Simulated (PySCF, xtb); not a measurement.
Ge(H)(OH) (GeH2O), SMILES [OH][GeH] (connectivity only; charge and spin as stated), neutral, multiplicity 1.

Harmonic wavenumbers (cm⁻¹) from GFN2-xTB (xtb) at its own minimum, in rising order: 439, 487, 587, 719, 1291, 3627.

**Question.** What does PBE0-D3(BJ)/def2-TZVP (PySCF) give at its own minimum? (Estimate from the structure and the level; the computed values follow.)

**Answer.** 605, 688, 722, 912, 1827, 3888. Paired by order, the mean absolute difference is 249 cm⁻¹ and the zero-point energies are 10.2 and 12.4 kcal/mol.
